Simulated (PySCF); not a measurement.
A TDDFT job, as run on `COc1ccc(C)nn1`.

Method: TDDFT B3LYP/def2-SVPD, vertical, gas phase, core orbitals frozen in the response in PySCF 2.14.0, density-fitted response routines.

Input of the driver that calls PySCF (job settings, then Cartesian coordinates in Å):

```
{"job": {"kind": "uv", "xc": "B3LYP", "basis": "def2-SVPD", "nstates": 8, "ntriplets": 3}, "charge": 0, "multiplicity": 1}
C      3.1678     0.7713     0.2622
O      2.3913    -0.3144    -0.2119
C      1.0676    -0.2161    -0.0297
C      0.2500    -1.2717    -0.4841
C     -1.0970    -1.1353    -0.2800
C     -1.5517     0.0345     0.3591
C     -3.0042     0.2653     0.6216
N     -0.7152     0.9711     0.7512
N      0.5709     0.8536     0.5633
H      2.8772     1.6984    -0.2358
H      3.0352     0.8981     1.3384
H      4.2010     0.5210     0.0317
H      0.6945    -2.1290    -0.9641
H     -1.7967    -1.8957    -0.5955
H     -3.5598     0.2712    -0.3147
H     -3.1335     1.2194     1.1230
H     -3.4044    -0.5295     1.2488
```

The driver printed:

```
coarse grid: 14688 points
cycle   1  E = -417.7082320137  dE =  1.479e+00  |g| = 5.912e-01  |ddm| = 9.971e+00
cycle   2  E = -417.6434173803  dE =  6.481e-02  |g| = 8.492e-01  |ddm| = 2.989e+00
cycle   3  E = -417.7788362552  dE = -1.354e-01  |g| = 1.368e-01  |ddm| = 1.316e+00
cycle   4  E = -417.7822364177  dE = -3.400e-03  |g| = 4.949e-02  |ddm| = 3.229e-01
cycle   5  E = -417.7827361010  dE = -4.997e-04  |g| = 1.537e-02  |ddm| = 9.820e-02
cycle   6  E = -417.7827800820  dE = -4.398e-05  |g| = 6.236e-03  |ddm| = 3.897e-02
cycle   7  E = -417.7827887092  dE = -8.627e-06  |g| = 2.439e-03  |ddm| = 1.884e-02
final grid: 143416 points
cycle   8  E = -417.8599299084  dE = -5.068e-05  |g| = 6.347e-03  |ddm| = 1.894e-01
cycle   9  E = -417.8599151201  dE =  1.479e-05  |g| = 9.958e-03  |ddm| = 3.053e-02
cycle  10  E = -417.8599388078  dE = -2.369e-05  |g| = 2.177e-03  |ddm| = 2.394e-02
cycle  11  E = -417.8599399463  dE = -1.138e-06  |g| = 3.538e-04  |ddm| = 6.791e-03
cycle  12  E = -417.8599399649  dE = -1.857e-08  |g| = 1.960e-04  |ddm| = 7.412e-04
cycle  13  E = -417.8599399726  dE = -7.700e-09  |g| = 3.573e-05  |ddm| = 3.215e-04
cycle  14  E = -417.8599399728  dE = -2.600e-10  |g| = 1.234e-05  |ddm| = 1.238e-04
converged SCF energy = -417.8599399728

Static polarisability (au): isotropic 89.654, principal 57.313 86.647 125.002

Singlet excitations
state   eV       nm        f      main configurations
  1   3.4925    355.0   0.00289   H->L 1.00
  2   4.4077    281.3   0.00002   H->L+1 1.00
  3   4.8482    255.7   0.03898   H-1->L 0.93
  4   5.9368    208.8   0.13189   H-1->L+1 0.74, H-2->L 0.14, H->L+2 0.08
  5   5.9988    206.7   0.02317   H->L+2 0.90, H-1->L+1 0.08
  6   6.1180    202.7   0.00000   H-3->L 0.99
  7   6.3853    194.2   0.00925   H->L+3 0.98
  8   6.6013    187.8   0.00519   H-1->L+2 0.96

Triplet excitations (Tamm-Dancoff, eV): 2.8546 3.7417 4.0765
```

The SCF starts on a coarse grid; the energy jumps when the final grid takes over, and dE counts afresh there. The run used 247 basis functions and 14 SCF iterations for the ground state.

Hardware: Arm Neoverse V2, one thread (shared host). Cost: 50 s wall, 0.96 GiB resident at most.

Question: What frontier levels and dipole did the ground state of this run have?

Answer: HOMO -6.28 eV, LUMO -1.51 eV, dipole 2.50 D.

One conformer (not necessarily the lowest) at the GFN2-xTB geometry, without solvent, vibrations or thermal averaging.
